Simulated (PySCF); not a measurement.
Species: ethyl methyl carbonate, C₄H₈O₃.
SMILES with atom numbers: `[CH3:1][CH2:2][O:3][C:4](=[O:5])[O:6][CH3:7]` (hydrogens: H8, H9, H10 on C1; H11, H12 on C2; H13, H14, H15 on C7)

Jobs on this species (15 atoms, 56 electrons) with PySCF (density fitting). Hardware of each: Arm Neoverse V1, one thread, no GPU (shared host). The host was shared with other jobs, so the times are rough.

| level and settings | work | basis functions | SCF cycles | wall time |
| --- | --- | --- | --- | --- |
| PBE0/def2-SVPD | 6 singlets by full TDDFT, 2 Tamm–Dancoff triplets, polarisability, density and orbital grids written | 213 | ? | ? |
| BP86/6-31G*, energy threshold 1e-06 Eh | shieldings | 114 | ? | ? |
| PBE0/pcSseg-1 | shieldings, charges and field gradients, density and orbital grids written | 159 | 14 | 22 s |
| LDA/pcseg-1 | 6 singlets by full TDDFT, 2 Tamm–Dancoff triplets, polarisability | 138 | 15 | 14 s |
| PBE0/pcSseg-1 | shieldings, charges and field gradients | 159 | 14 | 17 s |
| BLYP/aug-cc-pVDZ, grid level 3 | shieldings | 233 | 15 | 50 s |

Fill in the missing figures.

- PBE0/def2-SVPD; 6 singlets by full TDDFT, 2 Tamm–Dancoff triplets, polarisability, density and orbital grids written: 37 s, 14 SCF cycles
- BP86/6-31G*, energy threshold 1e-06 Eh; shieldings: 13 s, 9 SCF cycles

What do all jobs in the table cost together?

About 2.5 min; the longest takes about 33 % of that, and about 3.8 times as long as the shortest.
